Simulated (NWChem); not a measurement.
Species: CHOS cation; SMILES [OH+]=C=S

All runs: NWChem. Structure relaxed at the PBE0-D3(BJ)/def2-TZVP level. Level: PBE0/def2-SVPD; rows give the wavelength of the field.

Among these, which field gives the highest value of “anisotropy (bohr³)”?
A. 589 nm
B. 1065 nm
C. static

A, 589 nm. Values: static 25.0; 1065 nm 25.4; 589 nm 26.3
